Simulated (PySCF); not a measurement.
A structure optimised at PBE-D3(BJ)/def2-TZVPD, used in a PySCF frequency run:

```
Ga
H 1 1.6083
H 1 1.6083 2 120.34
```
Charge 0, spin multiplicity 2.

Problem. Write its SMILES, formula and point group.

Solution. [GaH2], GaH2, C2v

Problem. What are its rotational constants (standard atomic weights)?

Solution. 402.99, 128.78, 97.591 GHz
